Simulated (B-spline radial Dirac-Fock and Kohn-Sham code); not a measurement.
Atomic SCF run for Ne⁶⁺

ΔSCF core binding energies without Breit or QED terms, calculated with a radial atomic solver. Keys: rel is the Hamiltonian (dirac, or spin-free x2c and nr, where L3 and M5 stand for the whole 2p and 3d shells), method is hf or an exchange,correlation pair (spin-unpolarised, also for the hole states), nuc the nuclear model, radius_factor scales its radius, rmax is the box in bohr, h the logarithmic mesh step, order the B-spline order, points the quadrature points per cell, c_factor scales the speed of light, and damp, ndamp, maxit and tol steer the iteration. The run stops when the commutator error falls below 10·tol·max(1, Z/10), or the numerical noise floor, and the energy has settled to about 1e-8 Ha; the virial ratio is −V/T.

Input (task.json):

```json
{"items": [{"Z": 10, "q": 6, "cfg": [[1, 0, 2], [2, 0, 2]], "A": 20, "rrms": 3.0055, "do": "settings", "holes": ["K", "L3", "M5"],
  "settings": [{"rel": "dirac", "method": "hf", "nuc": "fermi", "radius_factor": 1.0, "rmax": 45.0, "h": 0.3, "order": 8, "points": 10, "c_factor": 0.0536, "maxit": 89, "damp": 0.5, "ndamp": 3, "tol": 1e-08}]}]}
```

Command: `python xray2_run.py task.json out`

Ground-state iterations:

```
iter   energy (Ha)        error
   1     -118.73433484  8.63e-01
   2     -119.47512748  5.47e-02
   3     -119.47461019  2.65e-02
   4     -119.47453452  1.35e-02
   5     -119.47453802  1.33e-03
   6     -119.47453870  5.98e-05
   7     -119.47453870  5.77e-06
   8     -119.47453870  3.61e-07
   9     -119.47453870  1.23e-08
```

The ground state converged in 9 iterations, with total energy -119.47454 Ha, virial ratio 1.17516 and highest orbital energy -265.15 eV. ΔSCF binding energies: K (1s) 1085.5 eV. Holes are computed only in closed shells, and unreliable hole states are left out.

Question: One setting is unsound. Which, and why?

Answer: c_factor makes c so small that Zα exceeds 1, so any numbers that come out have no meaning. With the default settings (Dirac Hartree-Fock): The ground state converged in 8 iterations, with total energy -110.25596 Ha, virial ratio 1.99737 and highest orbital energy -204.12 eV. ΔSCF binding energies: K (1s) 1099.8 eV. Holes are computed only in closed shells, and unreliable hole states are left out.
